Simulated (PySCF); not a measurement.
Compound: C4H2F5O (charge +1).
Numbering: `[O+:1]#[C:2][CH2:3][C:4]([F:5])([F:6])[C:7]([F:8])([F:9])[F:10]` (hydrogens: H11, H12 on C3)

Structure optimised with GFN2-xTB, isolated species.

(1) Give the optimised bond lengths and angles.

Results:

(1) 
```json
{"bond": "O1≡C2", "length (pm)": "111.1"}
{"bond": "C2–C3", "length (pm)": "139.1"}
{"bond": "C3–C4", "length (pm)": "158.7"}
{"bond": "C4–F5, C4–F6", "length (pm)": "132.9"}
{"bond": "C4–C7", "length (pm)": "157.5"}
{"bond": "C7–F8", "length (pm)": "132.6"}
{"bond": "C7–F9", "length (pm)": "130.2"}
{"bond": "C7–F10", "length (pm)": "134.6"}
{"bond": "C3–H11, C3–H12", "length (pm)": "110.8"}
```

Bonds in one row agree within 1 pm and their mean is given. A selection of angles:
```json
{"angle": "O1–C2–C3", "degrees": "178.2"}
{"angle": "C2–C3–C4", "degrees": "114.6"}
{"angle": "C3–C4–F5", "degrees": "109.2"}
{"angle": "C3–C4–F6", "degrees": "107.9"}
{"angle": "C3–C4–C7", "degrees": "109.8"}
{"angle": "F5–C4–F6", "degrees": "108.6"}
{"angle": "F5–C4–C7", "degrees": "110.2"}
{"angle": "F6–C4–C7", "degrees": "111.1"}
{"angle": "C4–C7–F8", "degrees": "109.1"}
{"angle": "C4–C7–F9", "degrees": "112.9"}
{"angle": "C4–C7–F10", "degrees": "106.7"}
{"angle": "F8–C7–F9", "degrees": "110.8"}
{"angle": "F8–C7–F10", "degrees": "107.1"}
{"angle": "F9–C7–F10", "degrees": "109.9"}
```

Dihedral angles: C2–C3–C4–F5 -62° (synclinal); C3–C4–C7–F8 64° (synclinal). The mirror-image conformer, all signs reversed, is as good.

Of the pairs four or more bonds apart, C2···F10 is among the closest relative to their van der Waals radii: 2.54 Å, 80 % of the sum of Bondi's values. The C–F distances run from 1.302 Å (C7–F9, drawn single) to 1.346 Å (C7–F10, drawn single), a spread of 0.044 Å. The 3 C–C bonds span 1.391 Å (C2–C3, drawn single) to 1.587 Å (C3–C4, drawn single), a spread of 0.196 Å.

Point group: C1 (no symmetry element, even within 0.4 Å). No GFN2-xTB frequencies stand behind this structure, so it isn't proved a minimum.

The numbers are calculated, not measured.
